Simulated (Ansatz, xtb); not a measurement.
**ClH5O2SbSi+: which of two isomers lies lower**

Structure I is `O[SiH2][OH+][SbH][Cl]`, a singlet and structure II is `O[Si@H](Cl)[OH+][SbH2]`, a singlet. Both are isolated ions in the gas phase, relaxed with BLYP-D3(BJ)/def2-SVP; the shapes shown needn't be the lowest conformers.

I (Å):

```json
{"atom": "Cl", "x (Å)": "2.3614", "y (Å)": "-0.6596", "z (Å)": "-0.3481"}
{"atom": "O", "x (Å)": "-0.4921", "y (Å)": "-0.9067", "z (Å)": "-2.1810"}
{"atom": "O", "x (Å)": "-1.2420", "y (Å)": "-0.1156", "z (Å)": "0.1019"}
{"atom": "Sb", "x (Å)": "1.0141", "y (Å)": "0.7208", "z (Å)": "-1.7218"}
{"atom": "Si", "x (Å)": "-1.7172", "y (Å)": "-1.3095", "z (Å)": "-0.9587"}
{"atom": "H", "x (Å)": "-0.1814", "y (Å)": "-1.6054", "z (Å)": "-2.7983"}
{"atom": "H", "x (Å)": "1.7471", "y (Å)": "0.1620", "z (Å)": "-3.2125"}
{"atom": "H", "x (Å)": "-1.8761", "y (Å)": "0.3782", "z (Å)": "0.6564"}
{"atom": "H", "x (Å)": "-1.4065", "y (Å)": "-2.6962", "z (Å)": "-0.5335"}
{"atom": "H", "x (Å)": "-3.0613", "y (Å)": "-1.0951", "z (Å)": "-1.5531"}
```

II (Å):

```yaml
atoms:
  - { symbol: Cl, position_ang: [1.5465, -4.6518, -1.0271] }
  - { symbol: O, position_ang: [-0.8438, -2.7044, -1.6801] }
  - { symbol: O, position_ang: [1.4631, -1.6859, -1.0681] }
  - { symbol: Sb, position_ang: [3.0977, -1.8221, 0.4566] }
  - { symbol: Si, position_ang: [0.7369, -3.0166, -1.9835] }
  - { symbol: H, position_ang: [-1.5767, -3.0692, -2.2129] }
  - { symbol: H, position_ang: [0.8582, -0.9173, -0.9526] }
  - { symbol: H, position_ang: [1.1876, -2.9302, -3.3877] }
  - { symbol: H, position_ang: [1.9143, -2.0575, 1.7091] }
  - { symbol: H, position_ang: [2.9121, -0.0970, 0.6025] }
```

Task: Which of the two would you expect CCSD(T)/def2-SVP + ΔMP2/def2-TZVPP electronic energies to favour?

Result: Structure II; the calculation gives E(II) − E(I) = −36.8 kJ/mol.

The same difference at several levels:

```csv
level,geometry,E(II) − E(I) (kJ/mol),departure from the last row (kJ/mol),"job, with rough time for the two"
BLYP-D3(BJ)/def2-SVP,BLYP-D3(BJ)/def2-SVP,−18.7,+18.1,"optimisation, 47 s"
HF/def2-SVP,BLYP-D3(BJ)/def2-SVP,−38.1,−1.4,part of the CCSD(T) run
MP2/def2-SVP,BLYP-D3(BJ)/def2-SVP,−40.2,−3.5,part of the CCSD(T) run
CCSD(T)/def2-SVP,BLYP-D3(BJ)/def2-SVP,−38.7,−1.9,single point
CCSD(T)/def2-SVP + ΔMP2/def2-TZVPP,BLYP-D3(BJ)/def2-SVP,−36.8,,"single point, 31 s"
```

As drawn, II has 1 Cl–Si, 1 Sb–H in place of 1 Cl–Sb, 1 Si–H.

The levels shown agree on the order. The largest departure from CCSD(T)/def2-SVP + ΔMP2/def2-TZVPP is that of BLYP-D3(BJ)/def2-SVP, 18.1 kJ/mol. Levels run at GFN2-xTB geometries aren't shown. The last row adds to CCSD(T) the change of the MP2 difference between the two basis sets, here +1.9 kJ/mol.

With harmonic frequencies from BLYP-D3(BJ)/def2-SVP (ideal gas, rigid rotor, one conformer each, 400 K, 1 atm): on the last row, ΔE + ΔZPE = −39.9 kJ/mol. A mode under 50 cm⁻¹ makes harmonic enthalpies and free energies unreliable, so none is given.

The correlated steps freeze 16 core orbitals; the filled d shell of Sb is correlated, in a basis made for valence electrons. Atoms past krypton carry core potentials in the def2 sets and no spin–orbit term is included. Programs: Ansatz 0.2.0; the last row on 2 threads of Intel(R) Xeon(R) 6975P-C (Granite Rapids) on a shared host.
